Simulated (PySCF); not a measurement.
Harmonic spectrum computed at B3LYP in the def2-TZVP basis family (core potentials from Rb on, PySCF, no spin–orbit coupling):

```json
{"ω (cm⁻¹)": "472", "IR (km/mol, summed over degenerate members)": "25.0", "degeneracy": "2"}
{"ω (cm⁻¹)": "684", "IR (km/mol, summed over degenerate members)": "96.1", "degeneracy": "1"}
{"ω (cm⁻¹)": "886", "IR (km/mol, summed over degenerate members)": "0.0", "degeneracy": "1"}
{"ω (cm⁻¹)": "1451", "IR (km/mol, summed over degenerate members)": "866", "degeneracy": "2"}
```

Problem. Which molecule gave it? In each, all ligands are bound to the one heavy central atom.
A. CF₃ (doublet)
B. BF₃ (singlet)
C. ScF₃ (singlet)
D. YF₃ (singlet)

Solution. B. It has D3h symmetry with B–F 1.316 Å (×3).
